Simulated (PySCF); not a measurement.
Static response to an electric field

Compound: aluminum trifluoride, AlF₃.
Cartesian coordinates in Å at the PBE0-D3(BJ)/def2-SVP level; atoms count from 1:
```xyz
4
AlF3 angstrom
F     -0.7951   -1.4426   -0.0183
Al     0.0267   -0.0201   -0.0194
F      1.6694   -0.0193   -0.0179
F     -0.7973    1.4011   -0.0205
```

Level: CAM-B3LYP/def2-SVPD (PySCF), static field, nuclei fixed, core orbitals frozen in the response. The polarisability tensor in these axes (au):

```
x   21.25  0.00  0.00
y    0.00 21.23  0.00
z    0.00  0.00 18.78
```

What are the eigenvalues, a third of the trace, and Δα (Δα² = ½Σ(αi − αj)² over the three pairs)?

Principal values 18.78, 21.23 and 21.25 au; mean 20.42 au = 3.03 Å³ = 3.37 × 10⁻⁴⁰ C²·m²/J; Δα = 2.46 au (12 % of the mean).

What is the dipole moment?

0.01 D; point group D3h allows none, and the residue is numerical.

Molar refractivity from α?

Lorentz–Lorenz: R = (4π/3)N_A α = 2.5225 cm³/(mol·Å³) × 3.03 Å³ = 7.6 cm³/mol, in the limit of long wavelengths.

Find the Langevin capture rate constant for H3+ (3.023 u) meeting this molecule (83.977 u), k = 2.342 × 10⁻⁹ cm³/s × √(α in Å³ / reduced mass in u).

The reduced mass is 2.92 u, so k = 2.38 × 10⁻⁹ cm³/s.

What depolarisation ratio follows for Rayleigh scattering of linearly polarised light, taking the static tensor?

ρ = 3Δα²/(45ᾱ² + 4Δα²) = 18.2/(18762 + 24.2) ≈ 0.000967.

Form Σ f/ω² (atomic units) for the 10 lowest TDDFT singlets, given as eV and f, and set it beside the mean polarisability, which is this sum over all singlets: 8.54, 0.0000; 9.01, 0.0000; 9.01, 0.0000; 9.33, 0.0767; 9.33, 0.0766; 9.82, 0.1760; 10.01, 0.0000; 10.26, 0.0170; 10.27, 0.0174; 10.68, 0.0000.

They add up to 2.90 au, 14.2 % of the 20.42 au; the largest single term is 1.35 au, from the state at 9.82 eV. Terms in order: 0.00, 0.00, 0.00, 0.65, 0.65, 1.35, 0.00, 0.12, 0.12, 0.00 au. Higher excitations give the rest. The strengths listed sum to 0.364.

Refractivity n − 1 of an ideal gas of it at 400 K and 1 atm, from the electronic α?

N = p/kT = 1.8347 × 10¹⁹ cm⁻³, so n − 1 = 2π × N × 3.03 × 10⁻²⁴ cm³ = 349 × 10⁻⁶ at long wavelengths.

Geometry: PBE0-D3(BJ)/def2-SVP; no solvent, vibrations or thermal averaging.

The run behind these numbers computed excited states and ΔSCF ions as well. Time: 20 s of wall time; peak memory 0.39 GiB. Hardware: an Arm Neoverse V1 with one thread (shared host).
